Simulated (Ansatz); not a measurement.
Gas-phase electronic energies from Ansatz, PBE0-D4/def2-TZVP geometries. CCSD(T)/CBS adds triple-zeta CCSD(T) − MP2 to the extrapolated MP2 energy (def2 sets, frozen cores). Double bonds are as drawn, so ΔE can hold a change between cis and trans. DFT in def2-TZVPP. For Br outer-core shells are correlated without core-valence functions, which leaves a few kJ/mol of doubt a bond. Scalar relativity is left out up to krypton. Each species was taken in one conformer, which may not be the lowest.

Reaction (redistribution): `[SiH3][O][AlH][Br]` + `FC/C=C/[SiH3]` → `F[CH2][AlH][O][SiH3]` + `[SiH3]/C=C/Br`

Is it downhill or uphill in electronic energy at CCSD(T)/CBS, and by how much? (Estimate.)

The calculation gave: Uphill: ΔE = +219.1 kJ/mol.

What do these levels give: PBE-D4, PBE0-D4, r2SCAN, PBE0, HF/def2-TZVPP, MP2/def2-TZVPP, SCS-MP2/def2-TZVPP, CCSD/def2-TZVPP, HF/def2-QZVPP, MP2/def2-QZVPP, HF/CBS(def2), MP2/CBS(def2)? (Estimate.)

Ansatz gave: PBE-D4 201.3, PBE0-D4 215.7, r2SCAN 217.0, PBE0 216.1, HF/def2-TZVPP 242.9, MP2/def2-TZVPP 219.0, SCS-MP2/def2-TZVPP 216.9, CCSD/def2-TZVPP 221.0, HF/def2-QZVPP 242.2, MP2/def2-QZVPP 220.0, HF/CBS(def2) 242.1, MP2/CBS(def2) 221.1 kJ/mol.

Largest T1 diagnostic among the species: 0.012.

In def2-TZVPP, CCSD(T) changes the Hartree–Fock value by −26.0 kJ/mol (the triples alone add −4.1 kJ/mol) and MP2 by −24.0 kJ/mol. From PBE to PBE0 (25 % exact exchange), in def2-TZVPP and without D4, ΔE moves by +14.3 kJ/mol.
